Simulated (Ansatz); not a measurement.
Relaxation of LiNbO3 with RKS B3LYP-D4/def2-TZVP.

```sh
$ ansatz run in.yaml --threads 4 --pin off --events-out ev --progress --plain --max-ram 3916MiB
```

```yaml
crystal:
  periodic: [false, false, false]
  atoms:
    - {symbol: Li, position_ang: [-2.335970, -0.733170, 0.528160]}
    - {symbol: Nb, position_ang: [0.199200, 0.028810, -0.226070]}
    - {symbol: O, position_ang: [1.592960, 0.507690, 0.864950]}
    - {symbol: O, position_ang: [-1.314220, -0.582850, -0.740710]}
    - {symbol: O, position_ang: [1.858040, 0.779520, -0.426340]}
basis:
  gaussian: {orbitals: def2-TZVP}
hamiltonian: {xc: {name: B3LYP}, dispersion: d4}
scf: {lower_state_search: "off"}
output: {orbitals: {seedname: orbitals}}
relax: {f_tol: 0.02, max_steps: 100}
```

Run time 25 s (4 threads of Arm Neoverse V2 on a shared host).

Positions (Å) and forces (eV/Å) at steps 1, 2, 3, 4, 5, 6, 7, 8, 9, 10, 11, 12, 13, 14, 15, 16, 18 of 18:

```xyz
5
step=1 energy=-7897.9289 eV
Li   -2.336   -0.733    0.528   -1.029   -0.129    0.474
Nb    0.199    0.029   -0.226    0.548    0.227    0.024
O     1.593    0.508    0.865    2.078    0.100    5.179
O    -1.314   -0.583   -0.741   -5.116   -2.337   -2.150
O     1.858    0.780   -0.426    3.519    2.139   -3.527
5
step=2 energy=-7898.8658 eV
Li   -2.525   -0.739    0.496   -0.409    0.047    0.004
Nb    0.235    0.022   -0.216    0.155    0.091   -0.098
O     1.739    0.493    0.882    0.161   -0.502    1.585
O    -1.376   -0.666   -0.715   -0.368   -0.396   -0.034
O     1.927    0.890   -0.447    0.460    0.761   -1.457
5
step=3 energy=-7899.0948 eV
Li   -2.691   -0.653    0.426    0.170    0.093   -0.367
Nb    0.273    0.004   -0.196    0.276    0.227   -0.095
O     1.869    0.390    0.859   -0.308   -0.346   -0.221
O    -1.343   -0.807   -0.635    0.323    0.061    0.643
O     1.891    1.066   -0.455   -0.462   -0.036    0.039
5
step=4 energy=-7899.1850 eV
Li   -2.773   -0.573    0.304    0.464   -0.052   -0.255
Nb    0.249    0.072   -0.130   -0.076   -0.358    0.294
O     1.972    0.274    0.771   -0.766    0.144   -0.784
O    -1.272   -0.942   -0.507    0.388    0.544    0.396
O     1.823    1.170   -0.438   -0.011   -0.278    0.349
5
step=5 energy=-7899.2377 eV
Li   -2.745   -0.535    0.259    0.255   -0.036   -0.091
Nb    0.233    0.065   -0.082   -0.087   -0.102    0.158
O     1.980    0.249    0.724   -0.343    0.087   -0.325
O    -1.245   -0.968   -0.474    0.147    0.223    0.118
O     1.777    1.188   -0.426    0.028   -0.173    0.140
5
step=6 energy=-7899.2602 eV
Li   -2.695   -0.521    0.244   -0.050    0.014    0.042
Nb    0.197    0.093   -0.040   -0.083    0.102    0.041
O     1.959    0.232    0.701    0.007   -0.016   -0.011
O    -1.220   -0.977   -0.475    0.114   -0.049   -0.064
O     1.759    1.173   -0.431    0.011   -0.050   -0.007
5
step=7 energy=-7899.2702 eV
Li   -2.686   -0.540    0.238   -0.116    0.013    0.057
Nb    0.168    0.146   -0.009   -0.098   -0.003   -0.034
O     1.947    0.215    0.692   -0.009   -0.027    0.005
O    -1.197   -0.972   -0.476    0.228    0.042   -0.020
O     1.768    1.150   -0.446   -0.005   -0.025   -0.008
5
step=8 energy=-7899.2706 eV
Li   -2.683   -0.589    0.237   -0.097   -0.004    0.035
Nb    0.120    0.252    0.026    0.225   -0.223   -0.215
O     1.915    0.181    0.684   -0.230    0.021   -0.083
O    -1.151   -0.948   -0.473    0.265    0.256    0.142
O     1.799    1.104   -0.473   -0.163   -0.049    0.122
5
step=9 energy=-7899.3244 eV
Li   -2.647   -0.610    0.328    0.067   -0.016    0.014
Nb    0.120    0.297   -0.169    0.187    0.198    0.033
O     1.789    0.146    0.702   -0.351   -0.049   -0.173
O    -1.149   -0.961   -0.459   -0.048   -0.147    0.061
O     1.888    1.128   -0.401    0.145    0.014    0.064
5
step=10 energy=-7899.3826 eV
Li   -2.611   -0.665    0.378    0.165   -0.045   -0.023
Nb    0.080    0.419   -0.238    0.371   -0.229   -0.044
O     1.681    0.101    0.703   -0.504    0.211   -0.555
O    -1.103   -0.941   -0.455    0.206    0.338    0.236
O     1.954    1.086   -0.387   -0.238   -0.275    0.386
5
step=11 energy=-7899.3860 eV
Li   -2.511   -0.706    0.455    0.145   -0.070    0.017
Nb    0.029    0.559   -0.367    1.005   -1.410    0.259
O     1.504    0.032    0.682   -0.489    0.758   -1.026
O    -1.031   -0.926   -0.441    0.426    1.253    0.130
O     2.010    1.041   -0.329   -1.087   -0.531    0.619
5
step=12 energy=-7899.4629 eV
Li   -2.529   -0.700    0.519    0.372    0.013   -0.159
Nb    0.116    0.454   -0.506    0.601   -0.493    0.512
O     1.500    0.060    0.717   -0.554    0.571   -1.085
O    -1.099   -0.904   -0.460    0.172    0.451    0.237
O     2.013    1.090   -0.269   -0.591   -0.543    0.496
5
step=13 energy=-7899.5597 eV
Li   -2.355   -0.672    0.613    0.093    0.041    0.006
Nb    0.111    0.466   -0.596    0.298    0.097    0.056
O     1.397   -0.036    0.657   -0.126    0.392   -0.528
O    -1.094   -0.871   -0.528   -0.129   -0.201    0.091
O     1.941    1.113   -0.146   -0.136   -0.329    0.375
5
step=14 energy=-7899.6007 eV
Li   -2.197   -0.611    0.719    0.179    0.047   -0.081
Nb    0.131    0.444   -0.735    0.348    0.142    0.212
O     1.309   -0.135    0.573    0.189    0.627   -0.290
O    -1.094   -0.866   -0.581   -0.200   -0.123    0.012
O     1.851    1.168    0.023   -0.516   -0.693    0.147
5
step=15 energy=-7899.6295 eV
Li   -2.067   -0.566    0.762    0.076    0.037   -0.033
Nb    0.132    0.421   -0.780    0.199    0.213    0.045
O     1.253   -0.142    0.580    0.165    0.279   -0.063
O    -1.110   -0.871   -0.637   -0.140   -0.150    0.008
O     1.792    1.159    0.075   -0.300   -0.378    0.044
5
step=16 energy=-7899.6398 eV
Li   -1.984   -0.513    0.777    0.006   -0.008    0.005
Nb    0.122    0.410   -0.797    0.048    0.028   -0.011
O     1.237   -0.153    0.573   -0.033   -0.097    0.048
O    -1.112   -0.897   -0.665   -0.006    0.007    0.010
O     1.737    1.153    0.112   -0.015    0.069   -0.051
5
step=18 energy=-7899.6410 eV
Li   -1.933   -0.513    0.797    0.005   -0.003   -0.005
Nb    0.132    0.406   -0.824    0.006    0.000    0.004
O     1.201   -0.156    0.585    0.004    0.013   -0.002
O    -1.119   -0.884   -0.682   -0.003    0.005    0.005
O     1.720    1.147    0.124   -0.011   -0.015   -0.001
```

In the def2 sets Nb takes a core potential; there is no spin–orbit coupling. The structure holds one bond between oxygen atoms, so isomers without such links may lie far lower. The restricted singlet is unstable towards broken spin symmetry in Hartree–Fock (as tested in another run); at B3LYP-D4/def2-TZVP this wasn't settled. The relaxation made no stability test and no search for a lower SCF solution. No other spin state of charge 0 was run. Another isomer (triplet) lies 1.05 eV lower at PBE0-D4/def2-TZVP; other spin states weren't run for this one.
